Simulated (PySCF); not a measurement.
**Excited states of Ge²⁺ (germanium, charge +2)**

Ground state [Ar] 3d10 4s2, ¹S. All numbers are calculated (PySCF 2.14, scalar relativity through the core potential, in aug-cc-pVTZ-PP with one added diffuse shell each of s, d, f type with ECP10MDF (7s5p5d3f, 68 functions)). Vertical excitation energies in eV without spin-orbit coupling; excited terms of each kind are numbered among those the solver found. Frozen: 3s2 3p6.

```json
{"term": "1 3P°", "leading excitation": "4s → p", "EOM-EE-CCSD": "7.523"}
{"term": "1 1P°", "leading excitation": "4s → p", "EOM-EE-CCSD": "11.403"}
{"term": "1 3S", "leading excitation": "4s → s", "EOM-EE-CCSD": "19.242"}
{"term": "1 3D", "leading excitation": "4s → d", "EOM-EE-CCSD": "19.777"}
{"term": "1 1S", "leading excitation": "4s → s", "EOM-EE-CCSD": "19.848"}
{"term": "1 1D", "leading excitation": "4s → d", "EOM-EE-CCSD": "21.945"}
{"term": "2 3P°", "leading excitation": "4s → p", "EOM-EE-CCSD": "22.159"}
{"term": "2 1P°", "leading excitation": "4s → p", "EOM-EE-CCSD": "22.468"}
{"term": "1 3F°", "leading excitation": "4s → f", "EOM-EE-CCSD": "25.643"}
{"term": "1 1F°", "leading excitation": "4s → f", "EOM-EE-CCSD": "25.657"}
{"term": "2 3S", "leading excitation": "4s → s", "EOM-EE-CCSD": "25.712"}
{"term": "2 1S", "leading excitation": "4s → s", "EOM-EE-CCSD": "25.903"}
{"term": "2 3D", "leading excitation": "4s → d", "EOM-EE-CCSD": "25.990"}
{"term": "2 1D", "leading excitation": "4s → d", "EOM-EE-CCSD": "26.350"}
```

Doubly excited terms such as np² are absent. The solver can miss terms. Rydberg members are limited by the diffuse functions of the basis.
